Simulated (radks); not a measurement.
Question: The argon ion Ar3+ is in [Ne] 3s2 3p(1/2: 2, 3/2: 1). Calculated with a radial shooting solver on a logarithmic mesh with Libxc functionals: Dirac Kohn-Sham, PBE, spin-unpolarised, spherical densities, finite nucleus; Fermi nuclear charge, rms radius of each element as measured or else 0.836 A^(1/3) + 0.57 fm. Sub-shells are occupied by j as written (lower j first in brackets). One electron is removed from 2p3/2, 3p1/2, 3s1/2, 3p3/2 in turn, with full relaxation. Which removal costs least, and what does each cost?

Answer: 3p3/2 57.516 eV; 3p1/2 57.792 eV; 3s1/2 73.737 eV; 2p3/2 301.44 eV. The 3p3/2 electron leaves first.
